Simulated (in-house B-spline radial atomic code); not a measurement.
Functionals against successive ionisation energies: Ti to Ti⁵⁺

Ionisation energies as differences of self-consistent total energies from an all-electron radial atomic-structure program (B-spline basis): all electrons, radial basis limit, scalar-relativistic (one-electron X2C), spin-polarised at highest spin, spherical densities; exact exchange is averaged over the determinants of each configuration. No spin-orbit coupling, Breit or QED terms. NIST's values run from ground level to ground level, so in open shells the differences also hold multiplet and fine-structure energies that spherical high-spin averages miss. Columns give computed minus NIST, in eV; a star marks a semi-empirical value. Species are left out where the tabulated value is theory, is uncertain by more than 0.12 eV, or (13 ions, such as In⁴⁺, Te⁴⁺ and Bi⁴⁺) lies off its series for all methods alike, which flatters the means a little.

```tsv
species	shell	NIST (eV)	LDA exchange-only	TPSSh	wB97X	revTPSS	AM05
Ti	4s	6.83	-1.21	-0.27	+0.21	-0.22	-0.22
Ti⁺	4s	13.58	+0.11	+0.14	-0.27	+0.17	+0.43
Ti²⁺	3d	27.49	-1.08	-0.16	-0.39	-0.25	+0.03
Ti³⁺	3d	43.27	-1.10	+0.05	-0.03	-0.14	+0.25
Ti⁴⁺	3p	99.30 ± 0.01	-1.86	+0.29	+0.01	+0.19	-0.09
Ti⁵⁺	3p	119.53 ± 0.03*	-1.88	+0.20	+0.08	+0.11	+0.04
```

Problem. How do the methods rank, and which species is hardest?

Solution. Mean absolute (signed) differences: wB97X 0.17 (-0.07) eV; AM05 0.17 (+0.07) eV; revTPSS 0.18 (-0.03) eV; TPSSh 0.18 (+0.04) eV; LDA exchange-only 1.21 (-1.17) eV. For Ti, which loses a 4s electron, the nearest method is off by +0.21 eV, the largest such miss. The first two are tied within the accuracy of the references.
